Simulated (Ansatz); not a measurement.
Stretching the C3–H4 bond in C2H3B (SMILES BC#C) (multiplicity 1 held, fragments rigid). Energies count from the point at 1.064 Å.
Geometry at that point (charge 0, multiplicity 1):
```json
[
 {"atom": "B", "x (Å)": "-1.1934", "y (Å)": "-0.0518", "z (Å)": "-0.7150"},
 {"atom": "C", "x (Å)": "0.0924", "y (Å)": "0.0040", "z (Å)": "0.0554"},
 {"atom": "C", "x (Å)": "1.1293", "y (Å)": "0.0490", "z (Å)": "0.6766"},
 {"atom": "H", "x (Å)": "2.0411", "y (Å)": "0.0886", "z (Å)": "1.2230"},
 {"atom": "H", "x (Å)": "-1.9546", "y (Å)": "0.8608", "z (Å)": "-0.6666"},
 {"atom": "H", "x (Å)": "-1.4500", "y (Å)": "-1.0086", "z (Å)": "-1.3734"}
]
```

Signs of static correlation in cc-pVTZ, from Ansatz (a program for electronic structure) runs.

| R (Å) | T1 of restricted CCSD | ⟨S²⟩ of UHF | largest double amplitude of restricted CCSD |
|---|---|---|---|
| 0.851 | 0.014 | 0.000 | 0.072 |
| 0.957 | 0.014 | 0.000 | 0.072 |
| 1.064 | 0.014 | 0.000 | 0.071 |
| 1.170 | 0.014 | 0.000 | 0.071 |
| 1.276 | 0.014 | 0.000 | 0.070 |
| 1.436 | 0.014 | 0.000 | 0.070 |
| 1.596 | 0.015 | 0.140 | 0.069 |
| 1.862 | 0.017 | 0.868 | 0.171 |
| 2.127 | 0.022 | 1.177 | ___ |
| 2.447 | 0.032 | 1.325 | 0.421 |
| 2.872 | ___ | 1.387 | 0.607 |
| 3.404 | 0.061 | 1.405 | 0.779 |

**Question.** Complete the blanks.

**Answer.** 
- 2.127, largest double amplitude of restricted CCSD: 0.280
- 2.872, T1 of restricted CCSD: 0.047

Doubts at one or more of the structures used: a restricted determinant that unrestricted orbitals would lower (R-CCSD(T)/cc-pVTZ); other coupled-cluster roots lie near (R-CCSD(T)/cc-pVTZ); T1 above 0.05 (R-CCSD(T)/cc-pVTZ, U-CCSD(T)/cc-pVTZ); a spin-contaminated determinant (U-CCSD(T)/cc-pVTZ); the program's own flag: large difference (U-CCSD(T)/cc-pVTZ).
